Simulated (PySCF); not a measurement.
Dipole moment and polarisability of WSF4

Species: WSF4 (singlet state).
Geometry (PBE0-D3(BJ)/def2-SVP, Å), atoms numbered from 1 in this order:
```xyz
6
F4SW angstrom
W     -0.0001    0.0000   -0.0243
S      0.0047   -0.0097    2.0707
F      1.7877    0.0060   -0.5150
F     -0.0048    1.7912   -0.5027
F     -1.7900   -0.0013   -0.5078
F      0.0024   -1.7862   -0.5210
```

Level: PBE0/def2-SVPD (PySCF), static field, nuclei fixed, core orbitals frozen in the response. The polarisability tensor in these axes (au):

```
x   53.50  0.00  0.05
y    0.00 53.50 -0.10
z    0.05 -0.10 75.59
```

Question: Diagonalise the tensor; give its mean and Δα, where Δα² is half the sum of the squared differences of the eigenvalues.

Answer: Principal values 53.50, 53.50 and 75.59 au; mean 60.86 au = 9.02 Å³ = 10.04 × 10⁻⁴⁰ C²·m²/J; Δα = 22.09 au (36 % of the mean).

Question: What is the dipole moment, and where does it point?

Answer: (0.00, 0.00, 0.99) D, 0.99 D in size, pointing from the negative to the positive side. Measured along this direction, the outermost atoms are F6, F5, F3 and F4 at the negative end and S2 at the positive end.

Question: Refractivity n − 1 of an ideal gas of it at 500 K and 1 atm, from the electronic α?

Answer: N = p/kT = 1.4678 × 10¹⁹ cm⁻³, so n − 1 = 2π × N × 9.02 × 10⁻²⁴ cm³ = 832 × 10⁻⁶ at long wavelengths, for an ideal gas.

Question: Estimate the molar refractivity from the static electronic polarisability.

Answer: Lorentz–Lorenz: R = (4π/3)N_A α = 2.5225 cm³/(mol·Å³) × 9.02 Å³ = 22.8 cm³/mol, in the limit of long wavelengths.

Question: What depolarisation ratio follows for Rayleigh scattering of linearly polarised light, taking the static tensor?

Answer: ρ = 3Δα²/(45ᾱ² + 4Δα²) = 1463.7/(166699 + 1951.6) = 0.00868.

Question: Form Σ f/ω² (atomic units) for the 10 lowest TDDFT singlets, given as eV and f, and set it beside the mean polarisability, which is this sum over all singlets: 3.93, 0.0008; 3.93, 0.0008; 4.19, 0.0000; 4.46, 0.0000; 4.53, 0.0000; 5.47, 0.0000; 5.78, 0.0033; 5.78, 0.0033; 5.91, 0.1063; 6.00, 0.0036.

Answer: They add up to 2.55 au, 4.2 % of the 60.86 au; the largest single term is 2.25 au, from the state at 5.91 eV. Terms in order: 0.04, 0.04, 0.00, 0.00, 0.00, 0.00, 0.07, 0.07, 2.25, 0.07 au. Higher excitations give the rest. The strengths listed sum to 0.118.

Geometry: PBE0-D3(BJ)/def2-SVP; no solvent, vibrations or thermal averaging. Atoms past krypton carry effective core potentials; spin–orbit coupling is left out.
